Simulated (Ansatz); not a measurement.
Be₈O₈ (started as a model of: (BeO)8 cage of four- and six-membered rings), relaxed as a singlet with RKS PBE0-D4/def2-SVP in Ansatz, starting from the GFN2-xTB geometry. Force threshold 0.03 eV/Å.

Start:

Cartesian coordinates in Å:
```
Be -1.044 -1.289 -1.366
O -1.891 -0.015 -1.452
Be -0.448 0.524 -2.035
O 0.278 -0.812 -2.224
Be 0.966 -1.060 -0.891
O -0.400 -1.817 -0.092
Be -0.522 -1.089 1.180
O -1.372 0.445 1.178
Be -1.465 0.805 -0.245
O -0.077 1.572 -0.996
Be 1.021 1.345 -0.044
O 1.850 -0.201 -0.091
O 0.527 -0.712 2.214
Be -0.134 0.781 1.997
O 1.086 1.538 1.462
Be 1.627 -0.016 1.404
```

```
step  energy (eV)  largest force component (eV/Å)  SCF passes
   1  -19576.7315                           1.186          14
   2  -19577.0512                           0.754          20
   3  -19577.2275                           0.143          19
   4  -19577.2342                           0.022          20
```

Force components are those of the run's own axes.

End:

```xyz
16

Be   -1.071   -1.310   -1.406
O    -1.914    0.003   -1.508
Be   -0.461    0.525   -2.085
O     0.257   -0.853   -2.269
Be    0.961   -1.119   -0.882
O    -0.337   -1.826   -0.121
Be   -0.575   -1.080    1.207
O    -1.374    0.378    1.197
Be   -1.464    0.862   -0.263
O    -0.142    1.581   -0.972
Be    1.077    1.338   -0.062
O     1.854   -0.132   -0.105
O     0.522   -0.699    2.276
Be   -0.125    0.800    2.045
O     1.136    1.548    1.501
Be    1.657   -0.015    1.446
```

By distances, no bond broke or formed. The bond that changes most is Be9–O10, from 1.75 to 1.66 Å (atoms count from 1).

No frequencies were taken in this run, so the end may be a saddle point.

Run time 27 s (4 threads of Arm Neoverse V1 on a shared host).
